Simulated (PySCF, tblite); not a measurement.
Species: C₆H₁₁NSi₂.
Geometry (GFN2-xTB, Å), atoms numbered from 1 in this order:
```xyz
20
C6H11NSi2 angstrom
C     -4.0678    0.9885   -0.2963
C     -2.6896    0.5634   -0.3626
C     -1.5396    0.2050   -0.4179
Si     0.2322   -0.3186   -0.4723
C      0.4505   -2.0981    0.1512
C      0.6993   -0.2768   -2.2904
N      0.9858   -0.2372   -3.3989
C      1.3507    0.9306    0.4294
Si     3.1824    0.4363    0.5858
H     -4.2407    1.5479    0.6230
H     -4.3002    1.6264   -1.1487
H     -4.7267    0.1206   -0.3123
H     -0.2202   -2.7812   -0.3619
H      1.4672   -2.4482   -0.0048
H      0.2371   -2.1622    1.2144
H      1.2876    1.8869   -0.0913
H      0.9437    1.1041    1.4263
H      3.2925   -0.7111    1.4928
H      3.7097    0.0751   -0.7306
H      3.9408    1.5593    1.1429
```

Computed with PBE0/pcSseg-1 in PySCF (dipole) on a GFN2-xTB geometry, gas phase.

Take the most abundant isotopes and a rigid rotor. The values belong to one conformer with, in the numbering `[CH3:1][C:2]#[C:3][Si@@:4]([CH3:5])([C:6]#[N:7])[CH2:8][SiH3:9]`, C3–Si4–C8–Si9 175°.

**Question.** What are A, B and C (MHz)?

**Answer.** Ia = 332.28, Ib = 853.97, Ic = 968.64 u·Å²; 505379 MHz·u·Å²/I gives A = 1521, B = 591.8, C = 521.7 MHz.

**Question.** Classify the top.

**Answer.** An asymmetric top. Ray's parameter κ = (2B − A − C)/(A − C) = -0.860; −1 is the prolate and +1 the oblate limit.

**Question.** Is it planar, by Δ = Ic − Ia − Ib?

**Answer.** Not planar: Δ = Ic − Ia − Ib = -217.61 u·Å². For a rigid frame Δ = −2 Σ m c², so Σ m c² = 108.81 u·Å² lies off the ab plane: 29.00 from hydrogen and 79.81 from heavier atoms. The atom farthest from that plane is 2.77 Å away.

**Question.** Predict some low-J microwave lines.

**Answer.** The dipole components are |μa| = 2.04 D, |μb| = 4.22 D, |μc| = 0.93 D. The squared components, which scale the intensities, stand as 0.23 : 1.00 : 0.05 (a : b : c). Some lines, for components of 0.1 D or more:

```tsv
type	branch	J(Ka,Kc)	MHz	lower level (cm⁻¹)
c	Q	2(1,2) ← 2(0,2)	863	0.111
c	Q	1(1,1) ← 1(0,1)	929	0.037
b	Q	2(1,1) ← 2(0,2)	1073	0.111
a	R	1(0,1) ← 0(0,0)	1114	0.000
b	R	2(0,2) ← 1(1,1)	1294	0.068
b	R	1(1,1) ← 0(0,0)	2043	0.000
c	R	1(1,0) ← 0(0,0)	2113	0.000
a	R	2(0,2) ← 1(0,1)	2223	0.037
a	R	2(1,1) ← 1(1,0)	2297	0.070
c	Q	2(2,1) ← 2(1,1)	2787	0.147
c	R	2(1,1) ← 1(0,1)	3296	0.037
c	R	2(2,0) ← 1(1,0)	5088	0.070
c	R	2(2,1) ← 1(1,1)	5155	0.068
b	R	2(2,0) ← 1(1,1)	5158	0.068
```

**Question.** Estimate the classical rotational partition function at 25 K, 200 K and 298.15 K.

**Answer.** Point group C1, symmetry number σ = 1; q = (√π/σ)·√((kT/h)³/(ABC)), k/h = 20836.6 MHz/K: 30800 at 25 K, 696000 at 200 K, 1270000 at 298.15 K.

Its lowest GFN2-xTB frequency is 3 cm⁻¹, too small to tell a flat minimum from a shallow saddle. Constants of a rigid frame at the computed geometry: no zero-point averaging, no centrifugal distortion. A rigid rotor knows nothing of internal rotation, which can split or shift real lines. Quadrupole hyperfine structure (14N) is left out.
